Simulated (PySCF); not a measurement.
CH6GeOTe, SMILES CO[Te][GeH3].

The structure is a stationary point at PBE-D3(BJ)/def2-SVP. The structure was generated by enumeration, and PubChem lists no compound with its InChIKey, so it may never have been made. The def2 effective core potentials stand for the cores of Te; spin–orbit coupling is left out. The values are those of a single conformer.

These are M06-2X/def2-TZVP in PySCF values and carry that method's errors.

Gas-phase values at a fixed geometry.

```yaml
total_energy: -2461.86029 hartree
highest_occupied_level: -7.53 eV
lowest_empty_level: -1.14 eV
orbital_gap: 6.39 eV
dipole_moment: 1.72 D
quadrupole, principal values (traceless, Buckingham form, about the centre of nuclear charge): -6.48, 1.90, 4.58 D·Å
mean_static_polarisability: 89.1 bohr³ (13.21 Å³)
polarisability_principal_values: 67.6, 89.8, 109.9 bohr³
```
